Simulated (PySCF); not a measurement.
BH₃, SMILES B. The structure is a stationary point at PBE-D3(BJ)/def2-TZVPD. The isomer is the one that the SMILES or the coordinates give; other isomers of the formula were not compared.

Q: Give the equilibrium geometry at PBE-D3(BJ)/def2-TZVPD (PySCF confirms it by a frequency run) as a Z-matrix, and its point group. (Estimate from the structure and the level; the computed values follow.)

A: point group D3h.
```
B
H 1 1.1995
H 1 1.1995 2 120.00
H 1 1.1995 2 120.00 3 180.00
```
Charge 0, spin multiplicity 1.
